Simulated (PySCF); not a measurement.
In(F)(Me)2 (C2H6FIn), SMILES [CH3][In]([CH3])[F].

Coordinates come from a r2SCAN-D4/def2-SVP optimisation. The structure was generated by enumeration; whether it is a known compound was not checked. The def2 effective core potentials stand for the cores of In; spin–orbit coupling is left out.

Method: PySCF with r2SCAN-D4/def2-SVP.

Frequencies are harmonic and unscaled.

| mode | ν (cm⁻¹) | IR (km/mol) | Raman (Å⁴/amu) | depolarisation | moving atoms (share of kinetic energy) |
|---|---|---|---|---|---|
| 1 | 12 | 0.0 | 0.0 | – | H 99 % |
| 2 | 26 | 0.8 | 0.0 | – | H 95 % |
| 3 | 111 | 1.0 | 2.2 | 0.60 | C 55 %, H 29 %, In 14 % |
| 4 | 129 | 5.3 | 0.0 | – | C 37 %, In 27 %, H 23 %, F 13 % |
| 5 | 145 | 18.1 | 3.2 | 0.75 | F 58 %, C 20 %, H 12 %, In 10 % |
| 6 | 476 | 1.8 | 64.3 | 0.20 | C 80 %, H 18 % |
| 7 | 530 | 41.4 | 2.7 | 0.75 | C 63 %, In 19 %, H 18 % |
| 8 | 576 | 64.3 | 4.7 | 0.23 | F 86 %, In 14 % |
| 9 | 633 | 0.0 | 1.7 | 0.75 | H 87 %, C 13 % |
| 10 | 696 | 17.9 | 0.7 | 0.75 | H 84 %, C 15 % |
| 11 | 719 | 59.8 | 0.0 | – | H 81 %, C 17 % |
| 12 | 740 | 63.1 | 1.2 | 0.72 | H 82 %, C 17 % |
| 13 | 1167 | 0.0 | 0.5 | 0.75 | H 81 %, C 19 % |
| 14 | 1168 | 0.9 | 37.4 | 0.17 | H 84 %, C 16 % |
| 15 | 1425 | 0.9 | 12.0 | 0.75 | H 95 % |
| 16 | 1427 | 0.0 | 3.3 | 0.75 | H 95 % |
| 17 | 1430 | 4.0 | 7.5 | 0.75 | H 95 % |
| 18 | 1430 | 3.5 | 11.0 | 0.75 | H 95 % |
| 19 | 3049 | 11.1 | 0.2 | 0.75 | H 98 % |
| 20 | 3050 | 0.7 | 308.0 | 0.00 | H 98 % |
| 21 | 3166 | 0.0 | 189.6 | 0.75 | H 91 %, C 9 % |
| 22 | 3167 | 1.8 | 25.1 | 0.75 | H 91 %, C 9 % |
| 23 | 3180 | 0.2 | 58.5 | 0.75 | H 90 %, C 10 % |
| 24 | 3180 | 6.4 | 133.0 | 0.75 | H 90 %, C 10 % |
